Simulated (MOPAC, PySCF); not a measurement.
C$_{5}$H$_{10}$, SMILES `CC1(C)CC1`, neutral singlet in the gas phase. 

Cartesian coordinates (Å):
```xyz
15

C      1.5449    -0.0257    -0.1105
C      0.0477     0.0592     0.0199
C     -0.4630     1.3675     0.5614
C     -0.7850    -0.6455    -1.0074
C     -0.6940    -1.1888     0.3911
H      2.0313     0.1097     0.8604
H      1.9242     0.7487    -0.7844
H      1.8541    -0.9955    -0.5074
H     -0.0613     1.5617     1.5607
H     -0.1684     2.2007    -0.0842
H     -1.5531     1.3687     0.6328
H     -0.2741    -1.1858    -1.7956
H     -1.7170    -0.1846    -1.3127
H     -0.1216    -2.0957     0.5466
H     -1.5646    -1.0945     1.0295
```
Charge 0, multiplicity 1.

All levels are single points at this geometry (PBE0-D3(BJ)/def2-TZVP); Pople sets use spherical d functions. Orbital energies aren't observables, and empty levels follow the basis.

```csv
level,HOMO (eV),LUMO (eV),gap (eV),dipole (D),"vertical IE, Delta-SCF (eV)"
PBE-D3(BJ)/def2-TZVP in PySCF,-6.34,0.51,6.85,0.12,–
PBE0-D3(BJ)/def2-TZVP in PySCF,-7.60,1.29,8.89,0.13,–
B3LYP/6-311+G** in PySCF,-7.41,0.17,7.57,0.14,–
B3LYP/6-31G* in PySCF,-7.15,2.49,9.64,0.10,9.52
M06-2X/6-31G* in PySCF,-8.62,3.58,12.19,0.11,–
PBE/6-31G* in PySCF,-6.06,1.89,7.94,0.10,9.28
SVWN5/6-31G* in PySCF,-6.13,1.63,7.76,0.12,9.39
HF/3-21G in PySCF,-10.55,7.01,17.55,0.11,–
HF/6-31G* in PySCF,-10.51,6.22,16.73,0.10,8.97
HF/STO-3G in PySCF,-9.52,13.20,22.71,0.14,–
AM1 in MOPAC,-10.59,2.95,13.54,0.11,–
PM3 in MOPAC,-10.85,2.90,13.75,0.09,–
PM6 in MOPAC,-10.40,2.94,13.34,0.59,–
```
